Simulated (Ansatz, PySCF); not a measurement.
Gas-phase reaction (SMILES): S[Si](S)(Cl)Cl [dichloro-bis(sulfanyl)silane] + 4 [H][H] (H2) -> 2 Cl (HCl) + 2 S (H2S) + [SiH4] (SiH4); energy of full hydrogenation.

Structures are relaxed separately at B3LYP-D3(BJ)/def2-TZVP in Ansatz (a program for electronic structure), one conformer each, not searched for the lowest. Valence correlation only, unless marked. No spin-orbit coupling. No relativistic terms. CBS(X,Y): correlation extrapolated as X^-3; Hartree-Fock from the larger set. Thermal terms are rigid-rotor harmonic-oscillator values from B3LYP-D3(BJ) frequencies (PySCF) at 298.15 K and 1 atm. 1 Eh = 627.5095 kcal/mol.

```tsv
species	E, CCSD(T)/CBS(cc-pV(T+d)Z,cc-pV(Q+d)Z) (Ansatz) (Eh)	E, PBE0-D4/def2-TZVPD (Ansatz + dftd4) (Eh)	H - E (Eh)	G - E (Eh)
S[Si](S)(Cl)Cl	-2005.54419	-2007.03129	0.03229	-0.01052
[H][H] (H2)	-1.17450	-1.16831	0.01336	-0.00144
Cl (HCl)	-460.37849	-460.66608	0.01000	-0.01120
S (H2S)	-398.96824	-399.26302	0.01881	-0.00454
[SiH4] (SiH4)	-291.45815	-291.75741	0.03520	0.01198
```

**Question.** Work out ΔE and ΔH, ΔG, ΔS and the equilibrium constant at 298.15 K at the first level, then ΔH at the second.

**Answer.** 
1. ΔE = [2×(-460.37849) + 2×(-398.96824) + (-291.45815)] - [(-2005.54419) + 4×(-1.17450)] = 0.09058 Eh = 56.8 kcal/mol at CCSD(T)/CBS(cc-pV(T+d)Z,cc-pV(Q+d)Z).
2. The terms H - E add up to 0.00709 Eh, so ΔH = (0.09058 + (0.00709))×627.5095 = 61.3 kcal/mol.
3. The terms G - E add up to -0.00322 Eh, so ΔG = 54.8 kcal/mol, and ΔS = (0.00709 - (-0.00322))×627509.5/298.15 = 21.7 cal/(mol K).
4. log10 K = -ΔG/(RT ln 10) = -40.2, with RT ln 10 = 1.3642 kcal/mol.
5. With ΔH and ΔS taken as constant, ΔG changes sign near ΔH/ΔS = 2820 K, a rough figure that leaves out heat capacities.
6. At PBE0-D4/def2-TZVPD the same steps give ΔE = 55.8 and ΔH = 60.2 kcal/mol, a shift of -1.1 from the first level.
7. These values are not checked against measurement here, since the tables used lack a sound gas-phase enthalpy of formation for at least one species.
